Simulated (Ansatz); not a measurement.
Results of the Gaussian-basis code of Ansatz.

Basis-set series for `CO[SiH](C)C#N`. Charge 0, multiplicity 1. Geometry: relaxed with PBE0-D4/def2-TZVP. It is one conformer, not always the lowest.

```
functional       basis  functions  energy (Eh)  HOMO (eV)  LUMO (eV)
   PBE0-D4    def2-SVP        123   -537.34932      -8.63      -0.29
   PBE0-D4  def2-TZVPP        295   -537.74402      -8.77      -0.57
   ωB97M-V    def2-SVP        123   -537.63088     -11.00       1.85
   ωB97M-V  def2-TZVPP        295   -538.03763     -11.16       1.44
```

Question: Give the rows for def2-QZVPP. (Best estimate.)

Answer: The calculation gave: 
```
functional       basis  functions  energy (Eh)  HOMO (eV)  LUMO (eV)
   PBE0-D4  def2-QZVPP        565   -537.76794      -8.79      -0.62
   ωB97M-V  def2-QZVPP        565   -538.06004     -11.19       1.27
```

Positive LUMOs are unbound and depend on the basis.
